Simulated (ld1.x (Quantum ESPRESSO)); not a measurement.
Which change was made? (Mo, PAW)

```json
{
 "Element": "molybdenum",
 "Generator": "ld1.x (Quantum ESPRESSO) 7.5",
 "Type": "PAW",
 "Functional": "BLYP",
 "Relativity": "scalar-relativistic",
 "Frozen core": "[Kr]",
 "Valence charge": "6",
 "Reference configuration": "4d5 5s1 5p0",
 "Partial waves": "5s (bound): rcut 2.95, rcutus 3.30 bohr; 5s channel at 0.55 Ry: rcut 2.95, rcutus 3.30 bohr; 5p (bound, empty): rcut 3.80, rcutus 4.30 bohr; 5p channel at 5.25 Ry: rcut 3.80, rcutus 4.30 bohr; 4d (bound): rcut 2.20, rcutus 2.55 bohr; 4d channel at 1.9 Ry: rcut 2.20, rcutus 2.55 bohr",
 "Local potential": "all-electron potential smoothed inside 2.60 bohr (lloc = -1)",
 "Core correction": "Bessel-smoothed model core inside 2.35 bohr",
 "Augmentation charge": "BESSEL, radius 2.45 bohr"
}
```

Cutoffs, loose and tight: the cutoffs (Ry, on a coarse ladder) from which the occupation-weighted sum of valence levels, in a spherical-Bessel basis at the reference potential, stays within 10 and 1 mRy of its value at 400 Ry. They do not see the model core or the augmentation charge, which bear on the density cutoff. Test errors are all-electron minus pseudo excitation energies from the reference, over the configurations 4d5 5s0 5p0; 4d4 5s0 5p0; 4d3 5s0 5p0; 4d5.5 5s0.5 5p0; 4d4 5s2 5p0; 4d5 5s0 5p1; 4d5 5s0.5 5p0; variants that change the core or the reference have their own tests. The largest error is taken over the tests solved by every variant that gives reliable tests at all, those not shown here included: 4d3 5s0 5p0; 4d4 5s0 5p0; 4d4 5s2 5p0; 4d5 5s0 5p0; 4d5.5 5s0.5 5p0.

The base gives: outcome: generated; cutoff, loose: 15 Ry; cutoff, tight: 25 Ry; bound ghosts: none; largest test error (meV): -457.

Q: After one change the result is: outcome: failed: compute_chi: phi_in too large before r_c. Which change was it?
A. waves 5p (bound): rcut 3.80, rcutus 5.74 bohr; 5p channel at 5.25 Ry: rcut 3.80, rcutus 5.74 bohr
B. waves 5p (bound): rcut 3.80, rcutus 6.54 bohr; 5p channel at 5.25 Ry: rcut 3.80, rcutus 6.54 bohr
C. waves 5p (bound): rcut 3.80, rcutus 4.84 bohr; 5p channel at 5.25 Ry: rcut 3.80, rcutus 4.84 bohr

A: B. The others give: waves 5p (bound): rcut 3.80, rcutus 5.74 bohr; 5p channel at 5.25 Ry: rcut 3.80, rcutus 5.74 bohr → outcome: generated; cutoff, loose: 15 Ry; cutoff, tight: 25 Ry; bound ghosts: p; largest test error (meV): -457 | waves 5p (bound): rcut 3.80, rcutus 4.84 bohr; 5p channel at 5.25 Ry: rcut 3.80, rcutus 4.84 bohr → outcome: generated, overlap not positive; bound ghosts: not determined (overlap not positive); largest test error (meV): -457. A file whose overlap is not positive is unfit for use, and its test errors describe a broken file.
